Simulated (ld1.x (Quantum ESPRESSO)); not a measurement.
**tin (Sn), TM: configuration errors across variants**

| Quantity | Value |
| --- | --- |
| Element | Sn (Z = 50) |
| Generator | ld1.x (Quantum ESPRESSO) 7.5 |
| Type | norm-conserving Troullier–Martins (Kleinman–Bylander form) |
| Functional | PBEsol |
| Relativity | scalar-relativistic |
| Frozen core | [Kr] |
| Valence charge | 14 |
| Reference configuration | 4d10 5s2 5p1 (charge +1) |
| Partial waves | 5s (bound): rc 1.75 bohr; 4d (bound): rc 1.55 bohr; 5p (bound): rc 1.95 bohr |
| Local potential | the p channel |
| Core correction | Bessel-smoothed model core inside 1.10 bohr |

All-electron excitation energies from the reference (eV): (1) 4d10 5s2 5p2 -6.898; (2) 4d10 5s2 5p0 13.972; (3) 4d10 5s1 5p0 44.986; (4) 4d10 5s0 5p4 7.349; (5) 4d10 5s2 5p2.3 -7.750; (6) 4d10 5s0 5p0 86.030; (7) 4d10 5s1 5p2 7.687.

A true bound ghost makes a file unfit for plane-wave use even where its test errors are small: the radial tests pick states by their node count and pass the ghost by.

Errors AE − PS in meV (a dash: test not solved or not reliable):

| change | (1) | (2) | (3) | (4) | (5) | (6) | (7) | bound ghosts |
| --- | --- | --- | --- | --- | --- | --- | --- | --- |
| base | -0.4 | -14 | -69 | -9.5 | -0.5 | -98 | -4.2 | s |
| all radii but the core radius scaled by about 0.77 (s 1.34, p 1.50, d 1.20 bohr) | +9.6 | -2.6 | -30 | -17 | +14 | -164 | -0.3 | none |
| all radii but the core radius scaled by about 0.84 (s 1.48, p 1.64, d 1.30 bohr) | +5.4 | -3.4 | -21 | -5.2 | +7.7 | -80 | -0.4 | none |
| all radii but the core radius scaled by about 0.96 (s 1.68, p 1.88, d 1.48 bohr) | +1.5 | -8.8 | -45 | -8.6 | +2.1 | -93 | -2.9 | s |
| all radii but the core radius scaled by about 1.12 (s 1.96, p 2.18, d 1.74 bohr) | +2.7 | -2.9 | -16 | -14 | +3.6 | -97 | -3.4 | none |
| all radii but the core radius scaled by about 1.18 (s 2.08, p 2.30, d 1.84 bohr) | +2.6 | -3.1 | -17 | -16 | +3.4 | -97 | -3.8 | none |
| all radii but the core radius scaled by about 1.37 (s 2.40, p 2.68, d 2.12 bohr) | +3.6 | -1.2 | -12 | -21 | +4.8 | -135 | -4.4 | none |

Task: Give the same row for: all radii but the core radius scaled by about 1.31 (s 2.30, p 2.56, d 2.04 bohr).

Result: +3.0, -2.1, -14, -21, +4.0, -116, -4.7; bound ghosts: none.
